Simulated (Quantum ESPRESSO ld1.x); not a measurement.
Rb IV, configuration [Ar] 3d10 4s2 4p4 (the NIST ground configuration). Method: scalar-relativistic Kohn-Sham, PW91, spin-unpolarised, spherical densities, point nucleus; computed with ld1.x of Quantum ESPRESSO 7.5.

Radial electron density D(r) = 4 pi r^2 rho(r):

r (bohr),D(r) (e/bohr)
0.004397,7.183
0.004997,8.791
0.005725,10.82
0.006507,13.07
0.007455,15.83
0.008473,18.79
0.00963,22.08
0.01103,25.87
0.01254,29.63
0.01425,33.45
0.01633,37.36
0.01856,40.67
0.02109,43.39
0.02416,45.35
0.02746,46.15
0.03121,45.85
0.03576,44.46
0.04064,42.47
0.04619,40.33
0.05292,38.65
0.06015,38.31
0.06836,39.64
0.07832,42.94
0.08902,47.26
0.102,51.94
0.1159,54.96
0.1317,55.39
0.1509,52.40
0.1715,46.85
0.195,40.24
0.2234,34.36
0.2539,31.71
0.2885,32.38
0.3306,35.51
0.3757,38.46
0.427,39.18
0.4892,36.24
0.556,30.39
0.632,23.14
0.724,15.92
0.8229,10.93
0.9353,8.002
1.072,6.612
1.218,6.040
1.395,5.410
1.586,4.477
1.802,3.292
2.065,2.044
2.347,1.120
2.667,0.5253
3.056,0.1970
3.473,0.06517
3.947,0.01700
4.523,0.003032
5.14,0.0004491

D(r) has 3 maxima, at r = 0.0284, 0.126, 0.414 bohr, and minima at 0.0583, 0.262 bohr, inside which lie 2.06, 11.01 electrons.
